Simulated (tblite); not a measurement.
Record of a relaxation.

C5H9BCl2O.
Atom-mapped SMILES: `[CH3:1][C:2](=[O:3])[C@H:4]([CH3:5])[CH2:6][B:7]([Cl:8])[Cl:9]` (hydrogens: H10, H11, H12 on C1; H13 on C4; H14, H15, H16 on C5; H17, H18 on C6)

Computed with GFN2-xTB (tblite), gas phase: L-BFGS steps from a force-field or distance-geometry start until the largest atomic force falls under 0.01 eV/Å. 8 of its 148 geometries are shown.

Step 0: E = -809.1119 eV, largest atomic force 1.994 eV/Å
```
atom  x, y, z in Å  |  force x, y, z in eV/Å
C1     -1.846   -1.178    0.516   -0.258  -0.308   0.879
C2     -1.127   -0.084   -0.222   -0.020  -0.035  -0.435
O3     -1.580    0.338   -1.253   -0.132   0.220  -0.367
C4      0.182    0.481    0.310    0.360  -0.370   1.646
C5      0.030    1.972    0.601    0.051   0.891  -0.376
C6      1.339    0.221   -0.668    0.684  -0.390  -0.471
B7      1.663   -1.331   -0.855    0.191  -1.254  -0.209
Cl8     2.229   -2.345    0.587   -0.626   0.966  -1.597
Cl9     1.464   -2.132   -2.502    0.274   0.704   1.845
H10    -1.954   -2.064   -0.138    0.004   0.567   0.305
H11    -2.871   -0.820    0.794    0.833  -0.336  -0.335
H12    -1.323   -1.482    1.442   -0.263   0.150  -0.508
H13     0.430   -0.006    1.300   -0.177   0.227  -0.881
H14    -0.798    2.148    1.305    0.305  -0.067  -0.311
H15    -0.182    2.538   -0.344    0.169  -0.509   0.852
H16     0.960    2.378    1.057   -0.632  -0.289  -0.371
H17     2.270    0.711   -0.283   -0.774  -0.157  -0.205
H18     1.107    0.661   -1.657    0.011  -0.010   0.540
```

Step 21: E = -809.5533 eV, largest atomic force 0.034 eV/Å
```
atom  x, y, z in Å  |  force x, y, z in eV/Å
C1     -1.816   -1.162    0.523    0.002  -0.003   0.009
C2     -1.109   -0.075   -0.247    0.016  -0.022  -0.008
O3     -1.538    0.355   -1.287    0.005  -0.011   0.008
C4      0.191    0.458    0.352    0.003   0.014  -0.004
C5      0.033    1.959    0.601   -0.001   0.003   0.003
C6      1.332    0.200   -0.663   -0.005   0.004  -0.002
B7      1.649   -1.345   -0.862   -0.016   0.001   0.009
Cl8     2.140   -2.294    0.488   -0.017  -0.025   0.010
Cl9     1.491   -2.112   -2.385    0.012  -0.005  -0.004
H10    -1.938   -2.031   -0.122    0.008   0.015   0.002
H11    -2.816   -0.818    0.784    0.011   0.007  -0.002
H12    -1.282   -1.447    1.423   -0.010  -0.015  -0.002
H13     0.415   -0.051    1.293    0.009   0.012  -0.030
H14    -0.785    2.143    1.295    0.010  -0.004  -0.001
H15    -0.189    2.464   -0.336   -0.001   0.005   0.026
H16     0.946    2.371    1.023   -0.009   0.006  -0.017
H17     2.221    0.717   -0.290   -0.023   0.008  -0.008
H18     1.048    0.675   -1.604    0.008   0.012   0.010
```

Step 42: E = -809.5600 eV, largest atomic force 0.056 eV/Å
```
atom  x, y, z in Å  |  force x, y, z in eV/Å
C1     -1.789   -1.168    0.533   -0.006  -0.007   0.009
C2     -1.084   -0.091   -0.253   -0.002  -0.051   0.001
O3     -1.499    0.299   -1.314   -0.015   0.018   0.007
C4      0.202    0.474    0.348   -0.048  -0.008  -0.027
C5      0.019    1.970    0.603    0.006  -0.016  -0.002
C6      1.336    0.211   -0.673   -0.014   0.006   0.024
B7      1.609   -1.343   -0.873    0.033  -0.025   0.006
Cl8     1.890   -2.334    0.510   -0.012  -0.014  -0.010
Cl9     1.616   -2.095   -2.412    0.006   0.052   0.010
H10    -1.957   -2.030   -0.111    0.009   0.013  -0.021
H11    -2.771   -0.803    0.830   -0.012   0.033   0.010
H12    -1.236   -1.474    1.413    0.022  -0.006   0.017
H13     0.435   -0.030    1.289    0.015   0.006  -0.021
H14    -0.751    2.128    1.356    0.007   0.011  -0.021
H15    -0.282    2.473   -0.312    0.003  -0.014  -0.006
H16     0.947    2.408    0.960    0.009   0.015   0.003
H17     2.235    0.706   -0.299    0.033   0.005   0.028
H18     1.071    0.705   -1.609   -0.035  -0.018  -0.007
```

Step 63: E = -809.5797 eV, largest atomic force 0.072 eV/Å
```
atom  x, y, z in Å  |  force x, y, z in eV/Å
C1     -1.778   -1.181    0.602   -0.002  -0.028   0.042
C2     -1.092   -0.118   -0.217   -0.007  -0.010   0.012
O3     -1.526    0.260   -1.276    0.008  -0.044  -0.006
C4      0.190    0.477    0.364    0.010   0.016   0.013
C5     -0.003    1.984    0.532   -0.015   0.046   0.005
C6      1.341    0.194   -0.625   -0.012  -0.032  -0.003
B7      1.613   -1.349   -0.908   -0.006   0.008  -0.036
Cl8     1.393   -2.547    0.307    0.015   0.051   0.007
Cl9     2.143   -1.874   -2.455    0.025   0.011   0.006
H10    -2.117   -1.987   -0.046   -0.035   0.057  -0.027
H11    -2.659   -0.744    1.072    0.021   0.014  -0.030
H12    -1.132   -1.585    1.373    0.021  -0.004   0.017
H13     0.416    0.024    1.331    0.010  -0.019  -0.026
H14    -0.719    2.188    1.323   -0.046   0.006   0.026
H15    -0.380    2.413   -0.392   -0.009   0.004  -0.042
H16     0.935    2.472    0.782    0.046  -0.022   0.033
H17     2.246    0.662   -0.219   -0.029  -0.039  -0.039
H18     1.120    0.716   -1.560    0.005  -0.015   0.048
```

Step 84: E = -809.6097 eV, largest atomic force 0.273 eV/Å
```
atom  x, y, z in Å  |  force x, y, z in eV/Å
C1     -1.867   -1.113    0.669    0.198   0.034  -0.042
C2     -1.088   -0.219   -0.256    0.007   0.135   0.072
O3     -1.435   -0.011   -1.390    0.033   0.057  -0.132
C4      0.177    0.420    0.327   -0.077   0.098  -0.027
C5     -0.016    1.926    0.552   -0.051  -0.076   0.058
C6      1.318    0.213   -0.688   -0.056  -0.050   0.089
B7      1.724   -1.299   -0.940    0.054  -0.091  -0.120
Cl8     1.470   -2.504    0.262    0.005   0.025  -0.042
Cl9     2.458   -1.778   -2.423   -0.034   0.025   0.113
H10    -2.519   -1.764    0.102   -0.058  -0.081  -0.097
H11    -2.483   -0.501    1.314   -0.092   0.182   0.181
H12    -1.189   -1.691    1.285    0.019  -0.131   0.083
H13     0.416   -0.058    1.282    0.028   0.039  -0.078
H14    -0.862    2.126    1.201   -0.145  -0.061   0.078
H15    -0.182    2.446   -0.386   -0.038  -0.075  -0.090
H16     0.867    2.348    1.025    0.076  -0.024  -0.008
H17     2.186    0.769   -0.328    0.104   0.030  -0.003
H18     1.016    0.696   -1.620    0.028  -0.036  -0.033
```

Step 105: E = -809.6744 eV, largest atomic force 0.070 eV/Å
```
atom  x, y, z in Å  |  force x, y, z in eV/Å
C1     -1.899   -0.975    0.780    0.002   0.016  -0.015
C2     -1.049   -0.289   -0.252   -0.018   0.008  -0.055
O3     -1.337   -0.234   -1.421    0.024  -0.037   0.055
C4      0.213    0.370    0.299   -0.007   0.017  -0.019
C5     -0.120    1.850    0.531    0.009  -0.002  -0.009
C6      1.359    0.211   -0.712   -0.007   0.013  -0.002
B7      1.821   -1.282   -0.994   -0.008   0.009   0.024
Cl8     1.112   -2.616   -0.177    0.005   0.014  -0.003
Cl9     3.067   -1.602   -2.131    0.008   0.003  -0.009
H10    -2.845   -1.293    0.351   -0.002   0.031   0.000
H11    -2.070   -0.310    1.623   -0.014  -0.042   0.000
H12    -1.358   -1.850    1.138   -0.015   0.004   0.027
H13     0.478   -0.097    1.251    0.013   0.019  -0.019
H14    -1.006    1.947    1.156    0.049   0.016   0.007
H15    -0.317    2.342   -0.419   -0.021  -0.026   0.006
H16     0.706    2.365    1.020   -0.002  -0.069  -0.014
H17     2.213    0.818   -0.398   -0.020   0.015   0.026
H18     1.023    0.651   -1.657    0.005   0.010  -0.001
```

Step 126: E = -809.6839 eV, largest atomic force 0.036 eV/Å
```
atom  x, y, z in Å  |  force x, y, z in eV/Å
C1     -1.929   -0.940    0.794   -0.012   0.005   0.002
C2     -1.038   -0.332   -0.253   -0.007   0.002   0.013
O3     -1.285   -0.374   -1.432    0.014   0.015   0.014
C4      0.212    0.355    0.289    0.000  -0.017   0.000
C5     -0.125    1.831    0.530   -0.003  -0.007  -0.004
C6      1.363    0.225   -0.718    0.008  -0.008  -0.006
B7      1.845   -1.260   -1.002    0.004  -0.019   0.008
Cl8     1.108   -2.606   -0.232    0.006   0.007   0.003
Cl9     3.139   -1.558   -2.090    0.013  -0.004  -0.018
H10    -2.907   -1.161    0.375   -0.003  -0.015   0.004
H11    -2.029   -0.289    1.659    0.021   0.006  -0.029
H12    -1.467   -1.871    1.122   -0.020   0.008   0.001
H13     0.489   -0.110    1.239    0.008   0.008  -0.006
H14    -0.945    1.931    1.236   -0.007   0.005   0.007
H15    -0.414    2.304   -0.406   -0.013   0.001   0.000
H16     0.742    2.351    0.930   -0.002   0.003   0.006
H17     2.202    0.843   -0.388    0.000   0.000   0.000
H18     1.030    0.667   -1.663   -0.009   0.009   0.006
```

Step 147: E = -809.6854 eV, largest atomic force 0.009 eV/Å
```
atom  x, y, z in Å  |  force x, y, z in eV/Å
C1     -1.945   -0.921    0.785   -0.002  -0.001  -0.002
C2     -1.032   -0.340   -0.259    0.000   0.004  -0.004
O3     -1.266   -0.394   -1.439    0.007  -0.002   0.000
C4      0.217    0.344    0.288    0.003   0.005   0.000
C5     -0.127    1.815    0.543   -0.003   0.004   0.001
C6      1.365    0.225   -0.725    0.002  -0.003  -0.002
B7      1.860   -1.257   -1.004    0.003  -0.007   0.001
Cl8     1.184   -2.597   -0.169   -0.001   0.003  -0.004
Cl9     3.109   -1.559   -2.145   -0.005   0.005  -0.001
H10    -2.920   -1.137    0.358   -0.003   0.000   0.004
H11    -2.043   -0.252    1.635   -0.002   0.000   0.000
H12    -1.502   -1.853    1.136    0.002   0.000   0.005
H13     0.500   -0.128    1.233    0.000   0.002   0.004
H14    -0.931    1.907    1.270   -0.001   0.000  -0.002
H15    -0.445    2.290   -0.383    0.001  -0.001   0.002
H16     0.743    2.344    0.925   -0.005  -0.007  -0.003
H17     2.200    0.850   -0.396   -0.001  -0.004  -0.001
H18     1.024    0.667   -1.667    0.003   0.002   0.000
```

Question: Summarise the path.

Answer: The energy falls by 0.5736 eV from step 0 to step 147; nine tenths of that is first reached at step 89. It rises by more than 0.2 meV at steps 84 and 91. The largest force goes from 1.994 to 0.009 eV/Å. Among the bonds B7–Cl8 changes most, from 1.852 to 1.718 Å; the atoms move by 0.756 Å rms after alignment.

Question: Follow the three bonds and two angles with the largest change from start to end.

Answer: 
```tsv
step	E above end (eV)	largest force (eV/Å)	B7–Cl8 (Å)	B7–Cl9 (Å)	C4–H13 (Å)	C1–C2–C4 (°)	C2–C1–H12 (°)
0	0.5736	1.994	1.852	1.842	1.131	120.7	112.6
6	0.1488	0.236	1.719	1.714	1.093	118.1	114.0
13	0.1340	0.058	1.722	1.712	1.092	117.1	112.9
19	0.1325	0.039	1.722	1.713	1.093	116.7	112.6
26	0.1305	0.058	1.723	1.713	1.090	117.1	112.5
32	0.1286	0.036	1.723	1.713	1.092	117.2	112.8
38	0.1273	0.045	1.722	1.713	1.092	117.1	112.9
45	0.1240	0.055	1.724	1.711	1.092	117.0	112.4
51	0.1203	0.078	1.727	1.714	1.091	116.5	112.6
58	0.1129	0.077	1.721	1.715	1.091	116.4	112.3
64	0.1047	0.074	1.721	1.720	1.092	116.8	112.2
70	0.1009	0.057	1.719	1.715	1.092	117.2	112.4
77	0.0951	0.121	1.721	1.719	1.092	117.0	113.0
83	0.0742	0.284	1.719	1.723	1.091	116.2	110.8
89	0.0531	0.171	1.730	1.715	1.093	115.5	110.0
96	0.0267	0.179	1.723	1.721	1.093	114.5	107.3
102	0.0137	0.075	1.718	1.718	1.093	114.5	108.4
109	0.0075	0.082	1.717	1.719	1.092	114.8	108.5
115	0.0045	0.033	1.717	1.718	1.093	114.8	108.0
121	0.0030	0.050	1.716	1.717	1.093	115.1	107.7
128	0.0012	0.025	1.717	1.717	1.093	114.7	107.7
134	0.0008	0.015	1.717	1.717	1.093	114.8	107.9
141	0.0003	0.020	1.717	1.717	1.093	114.8	108.0
147	0.0000	0.009	1.718	1.717	1.093	114.9	107.9
```

What follows is the cost of the whole relaxation. Time: 1.4 s of wall time. Hardware: one thread, Arm Neoverse V1 (aarch64), shared host with 32 logical CPUs at a one-minute load of 21.
